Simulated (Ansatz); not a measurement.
**Ligand exchange: IBr + CHCl2I → I2 + CHBrCl2**

Gas-phase species: IBr (iodine monobromide), singlet; CHCl2I (dichloroiodomethane) `ClC(Cl)I`, singlet; I2 (iodine), singlet; CHBrCl2 `ClC(Cl)Br`, singlet. The partners trade Br for I: I–Br and C–I bonds give way to I–I and C–Br.

Shapes, held fixed at every level: PBE0-D4/def2-TZVP. Programs: Ansatz 0.2.0. The zero-point and thermal change to 298 K, harmonic and unscaled (PBE0-D4/def2-TZVP), is +0.6 kJ/mol.

```csv
level,kind,ΔH(298 K) (kJ/mol),less CCSD(T)/def2-TZVPP
HF/def2-SVP,Hartree–Fock,-43.7,-11.2
HF/def2-TZVPP,Hartree–Fock,-40.5,-8.0
SPW92/def2-TZVPP,LDA,-34.9,-2.4
PBE-D4/def2-TZVPP,GGA,-32.1,+0.4
B3LYP-D4/def2-TZVPP,global hybrid,-32.1,+0.4
BHLYP-D4/def2-TZVPP,global hybrid,-35.7,-3.2
CCSD(T)/def2-SVP,coupled cluster or CI,-36.6,-4.1
CCSD(T)/def2-TZVPP,coupled cluster or CI,-32.5,0.0
```

The highest level, CCSD(T)/def2-TZVPP, gives ΔH(298 K) = -32.5 kJ/mol; the levels span -43.7 to -32.1. The column of differences is taken from that level and isn't an error. No measured value is set beside it here. For atoms past krypton def2 sets carry core potentials with scalar relativity. Relativity is left out for Br. Outer-core shells of Br, I are correlated, in sets that cover them unevenly.
